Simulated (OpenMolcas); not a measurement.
## B2+: effect of the active space

```json
{"Program": "OpenMolcas", "Method": "CASSCF or its RAS form", "Basis": "ANO-RCC-VQZP", "Scalar Hamiltonian": "DKH2, point nucleus", "Spin-orbit coupling": "RASSI with atomic mean-field integrals over the reference wave functions, term energies averaged over their components"}
```

A. 1 electron in 4 orbitals (2s 2p); 2S+1 = 2 even, 1 root; 2S+1 = 2 odd, 3 roots; cost about 4 core-seconds
B. 1 electron in 8 orbitals (2s 2p 3s 3p); 2S+1 = 2 even, 1 root; 2S+1 = 2 odd, 3 roots; cost about 7 core-seconds
C. 1 electron in 9 orbitals (RAS2 2s 2p; RAS3 3d, at most 1 electron); 2S+1 = 2 even, 1 root; 2S+1 = 2 odd, 3 roots; cost about 8 core-seconds

Energies in cm⁻¹ above 2s ²S_1/2, the measured ground level; measured values from Moore, Atomic Energy Levels, vol. I, NSRDS-NBS 35 (1971 reprint of NBS Circular 467, 1949).

```csv
Level,A,B,C,Measured
2s ²S_1/2,0.0,0.0,0.0,0.0
2p ²P°_1/2,48887,48887,48887,48358
2p ²P°_3/2,48917,48917,48917,48393
```

Deviations, from unrounded energies. A percentage is the sum of absolute deviations over the sum of measured energies, with the sign that they share, or ± where signs differ.

```
           Against measurement  Levels     A     B     C
mean absolute deviation (cm-1)       2   530   530   530
      other configurations (%)       2  +1.1  +1.1  +1.1
```

A, B, C lie about equally close to measurement. The largest miss of B in the table is 2p ²P°_1/2, by +530 cm-1. The ranking rests on the paired levels alone, and a cruder setting can come out closer through cancelling errors.

Among A to C no level of the table moves by more than 5 cm-1.

With one active electron the reference holds no correlation, so core polarisation is missing. With one active electron outside closed inactive shells, the extra shells (3p 3s) add no correlation to the reference (holds for B). With one active electron outside closed inactive shells, the extra shells (3d) add no correlation to the reference (holds for C). Measured partners are found by configuration, term and J. A level has none where our copy of the source lacks it or the pairing is in doubt (some pairs that miss far off the trend of their configuration count as doubtful), and it then counts in no deviation. Only configurations of the active space appear.

° marks odd parity.
